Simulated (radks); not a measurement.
These are the eigenvalues of the occupied orbitals of an atom or ion with whole-number occupations (eV). Calculated with a radial shooting solver on a logarithmic mesh with Libxc functionals: Dirac Kohn-Sham, PBE, spin-unpolarised, spherical densities, finite nucleus; Fermi nuclear charge, rms radius of each element as measured or else 0.836 A^(1/3) + 0.57 fm.

orbital  eigenvalue
1s1/2     -48328.09
2s1/2     -7945.356
2p1/2     -7538.907
2p3/2     -6890.941
3s1/2     -1761.162
3p1/2     -1585.536
3p3/2     -1453.466
3d3/2     -1149.397
3d5/2     -1120.668
4s1/2     -362.1617
4p1/2     -294.2506
4p3/2     -264.9901
4d3/2     -153.1031
4d5/2     -147.8308
5s1/2      -56.7180
5p1/2      -37.9307
5p3/2      -33.8007
4f5/2      -17.3147
4f7/2      -16.6396
6s1/2      -10.0714

Which element is it, and in what charge state? The configuration may be excited. Open shells, if any, are shared by 2j + 1.

Answer. Z = 63, europium, charge +1: Eu+ in [Xe] 4f6 6s2. The list shows which subshells hold electrons but not how many an open one holds; the 1s level, -1776 hartree, gives Z - s = 59.6 by -(Z - s)^2/2, which with screening and relativity narrows Z to a few neighbours, and the depths of the outer levels then fix element, charge and occupations together.
